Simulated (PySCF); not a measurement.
C$_{3}$H$_{6}$Cl (SMILES [CH2]CCCl), doublet, geometry from GFN2-xTB. Base run: PySCF with DF-B3LYP/def2-SVP.

PySCF was given this input:
```python
from pyscf import gto, scf, dft

mol = gto.Mole()
mol.atom = '''
    C     1.010045   -0.591413    0.018048
    C     2.396231   -0.098797   -0.000171
    C     0.024378    0.593068   -0.015337
    H     0.814359   -1.169538    0.923615
    H     0.809536   -1.218372   -0.854187
    Cl   -1.663547    0.014864   -0.000389
    H     2.867452    0.161315   -0.927701
    H     2.899853    0.147328    0.913810
    H     0.152036    1.229211    0.859764
    H     0.153137    1.180222   -0.923928
'''
mol.basis = 'def2-svp'
mol.charge = 0
mol.spin = 1
mol.verbose = 4
mol.build()

mf = dft.UKS(mol)
mf.xc = 'b3lyp'
mf = mf.density_fit(auxbasis='def2-universal-jkfit')
mf.kernel()
mf.analyze()
```

Each row names what was changed in the base input (with any setting that the change needs).

| change | basis functions | E (Eh) | HOMO (eV) | dipole (D) | core-seconds (rough) |
|---|---|---|---|---|---|
| base | 90 | -577.84905 | -5.99 | 1.73 | 10 |
| basis = 6-31G* | [?] | [?] | [?] | [?] | 10 |
| basis = 6-31+G* | [?] | [?] | [?] | [?] | 10 |
| basis = cc-pVDZ | 90 | [?] | -5.97 | [?] | 10 |
| basis = pc-1 | 90 | -578.06699 | -6.15 | 1.99 | 10 |
| basis = 6-31G** | 90 | -578.06915 | -5.88 | 2.11 | 10 |
| basis = cc-pV(D+d)Z | 95 | -578.09130 | -5.97 | 1.87 | 10 |
| basis = def2-SVPD | 135 | -577.86743 | -6.18 | 1.99 | 20 |
| basis = 6-311++G** | 138 | -578.13213 | -6.17 | 2.00 | 20 |
| basis = aug-cc-pVDZ | 150 | -578.10328 | -6.14 | 1.97 | 20 |
| basis = 6-311+G(2d,p) | 152 | -578.13634 | -6.16 | 1.95 | 20 |
| basis = cc-pVTZ | [?] | [?] | -6.10 | [?] | 40 |
| basis = cc-pV(T+d)Z | 213 | -578.15198 | -6.10 | 1.93 | 40 |

Fill in the missing entries.


- basis = 6-31G*, basis functions: 72
- basis = 6-31G*, E (Eh): -578.06083
- basis = 6-31G*, HOMO (eV): -5.87
- basis = 6-31G*, dipole (D): 2.12
- basis = 6-31+G*, basis functions: 88
- basis = 6-31+G*, E (Eh): -578.06788
- basis = 6-31+G*, HOMO (eV): -6.11
- basis = 6-31+G*, dipole (D): 2.08
- basis = cc-pVDZ, E (Eh): -578.08956
- basis = cc-pVDZ, dipole (D): 1.89
- basis = cc-pVTZ, basis functions: 208
- basis = cc-pVTZ, E (Eh): -578.15098
- basis = cc-pVTZ, dipole (D): 1.94

Totals compare only among sets that treat the same electrons; sets with core potentials leave the core out.

Open shells are given as the SCF converged; they aren't shown to be the lowest states, and a large step between rows can be another state.
